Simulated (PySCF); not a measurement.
## Correlation energy of Si (silicon, neutral)

[Ne] 3s2 3p2, high-spin 3P determinant. Calculation: PySCF 2.14, in ANO-RCC-VTZP (5s4p2d1f, 34 functions); scalar relativity by spin-free X2C-1e. Frozen: 1s2; 12 electrons correlated.

```json
{"level": "CCSD", "correlation energy (mhartree)": "-93.85"}
{"level": "(T)", "correlation energy (mhartree)": "-3.13"}
{"level": "CCSD(T)", "correlation energy (mhartree)": "-96.98"}
```

Diagnostics: T1 = 0.0072, D1 = 0.0306, largest double amplitude 0.091.

Cost of the coupled-cluster step: of the order of 5 core-seconds, for 12 correlated electrons.

Iterations:

```
CC2 = 0
CCSD nocc = (np.int64(7), np.int64(5)), nmo = (33, 33)
frozen orbitals [[0], [0]]
max_cycle = 100
direct = 0
conv_tol = 1e-08
conv_tol_normt = 1e-06
diis_space = 8
diis_start_cycle = 0
Init t2, MP2 energy = -0.0758197290007099
Init E_corr(UCCSD) = -0.075819729000868
cycle = 1  E_corr(UCCSD) = -0.0881389035983115  dE = -0.0123191746  norm(t1,t2) = 0.0541974
cycle = 2  E_corr(UCCSD) = -0.0916915713525178  dE = -0.00355266775  norm(t1,t2) = 0.0213063
cycle = 3  E_corr(UCCSD) = -0.0938247001995385  dE = -0.00213312885  norm(t1,t2) = 0.0102567
cycle = 4  E_corr(UCCSD) = -0.0938413433254971  dE = -1.6643126e-05  norm(t1,t2) = 0.00216444
cycle = 5  E_corr(UCCSD) = -0.0938466365943025  dE = -5.29326881e-06  norm(t1,t2) = 0.000353706
cycle = 6  E_corr(UCCSD) = -0.0938493233360521  dE = -2.68674175e-06  norm(t1,t2) = 9.98881e-05
cycle = 7  E_corr(UCCSD) = -0.0938485503226335  dE = 7.73013419e-07  norm(t1,t2) = 2.76411e-05
cycle = 8  E_corr(UCCSD) = -0.0938488420155009  dE = -2.91692867e-07  norm(t1,t2) = 4.66338e-06
cycle = 9  E_corr(UCCSD) = -0.0938487487962229  dE = 9.3219278e-08  norm(t1,t2) = 9.76644e-07
cycle = 10  E_corr(UCCSD) = -0.0938487561438423  dE = -7.34761937e-09  norm(t1,t2) = 3.00284e-07
UCCSD converged
E(UCCSD) = -289.5544195490645  E_corr = -0.09384875614384229
UCCSD(T) correction = -0.0031300451717435
```
